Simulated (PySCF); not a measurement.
H₆S, SMILES [H][S@OH26]([H])([H])([H])([H])[H]. Atoms are numbered in the order given.

```xyz
7

S      0.0000     0.0000     0.0000
H      0.0000     1.4063     0.0000
H      0.0000    -1.4063     0.0000
H     -1.4063     0.0000     0.0000
H      1.4063     0.0000     0.0000
H      0.0000     0.0000     1.4063
H      0.0000     0.0000    -1.4063
```

Geometry optimised at ωB97X-D3(BJ)/def2-TZVP.

All values below come from HF/def2-TZVPD (PySCF).

Mulliken values depend strongly on the basis, most of all with diffuse functions as here. ESP charges are fitted to the potential on shells at 1.4 to 2.0 van der Waals radii. Atomic charges (e):

| atom | IAO | Mulliken | ESP fit |
|---|---|---|---|
| S1 | 1.13 | -0.28 | 0.48 |
| H2 | -0.19 | 0.05 | -0.08 |
| H3 | -0.19 | 0.05 | -0.08 |
| H4 | -0.19 | 0.05 | -0.08 |
| H5 | -0.19 | 0.05 | -0.08 |
| H6 | -0.19 | 0.05 | -0.08 |
| H7 | -0.19 | 0.05 | -0.08 |
